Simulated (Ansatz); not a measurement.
Geometry optimisation, RKS PBE-D4/def2-SVP (Ansatz).

The input (input.yaml):

```yaml
crystal:
  periodic: [false, false, false]
  atoms:
    - { symbol: Sn, position_ang: [-0.475298, 0.0, -0.44518] }
    - { symbol: H, position_ang: [0.167605, 0.0, 2.434337] }
    - { symbol: H, position_ang: [1.043845, 0.0, 0.364488] }
    - { symbol: H, position_ang: [-0.708472, 1.447503, -1.356978] }
    - { symbol: H, position_ang: [-0.708472, -1.447503, -1.356978] }
    - { symbol: F, position_ang: [-1.907099, 0.0, 0.82715] }
    - { symbol: H, position_ang: [-0.553409, 0.0, 2.462461] }
basis:
  gaussian: { orbitals: def2-SVP }
hamiltonian:
  xc: pbe
  dispersion: d4
relax:
  f_tol: 0.03
  max_steps: 50
```

Run as:

```bash
$ ansatz run input.yaml --threads 1 --pin off --max-ram 2048MiB --backend cpu --events-out ev --progress --plain --runs-dir out
```

Where does it end, and by what steps?

The forces met the threshold. The force dipped under the threshold on the way, but the program's further checks kept it going. After 12 steps the energy has fallen by 0.223 eV; H2 moved furthest, 1.08 Å.

```tsv
step	energy less start (eV)	largest force component (eV/Å)	accepted
0	0.0000	1.904	yes
1	-0.1460	0.251	yes
2	-0.1785	0.662	yes
3	-0.2086	0.078	yes
4	-0.2172	0.087	yes
5	-0.2182	0.077	yes
6	-0.2179	0.050	no
7	-0.2201	0.040	yes
8	-0.2213	0.064	yes
9	-0.2222	0.039	yes
10	-0.2225	0.037	yes
11	-0.2228	0.024	yes
12	-0.2229	0.027	yes
```

```xyz
7
Properties=species:S:1:pos:R:3
Sn -0.425 0.000 -0.783
H -0.102 0.000 3.479
H 1.197 0.000 -0.199
H -0.857 1.443 -1.621
H -0.857 -1.443 -1.621
F -1.558 0.000 0.832
H -0.540 0.000 2.843
```

The run took 16 s on 1 thread of Arm Neoverse V2, on a shared host, peak memory 0.11 GiB.
